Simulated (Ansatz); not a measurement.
Computed with Ansatz.

A structure relaxed at PBE0-D4/def2-TZVP, charge 0, multiplicity 2:

```
atom   x (Å)   y (Å)   z (Å)
  C1  -0.354   1.916   0.745
  O2  -0.011   0.553   0.673
 Si3  -0.521  -0.457  -0.527
  C4   0.469  -2.030  -0.364
  H5   0.298   2.395   1.478
  H6  -0.222   2.418  -0.220
  H7  -1.393   2.046   1.066
  H8  -0.285   0.212  -1.852
  H9   0.201  -2.730  -1.158
 H10   0.280  -2.511   0.597
 H11   1.539  -1.811  -0.438
```

Q: Give its formula and SMILES.

A: C2H7OSi, `CO[SiH]C`.

Q: Summarise the bond lengths by kind.

A: 1 × C–O 1.407 Å; 6 × C–H 1.092 to 1.097 Å; 1 × O–Si 1.650 Å; 1 × C–Si 1.866 Å; 1 × H–Si 1.503 Å.
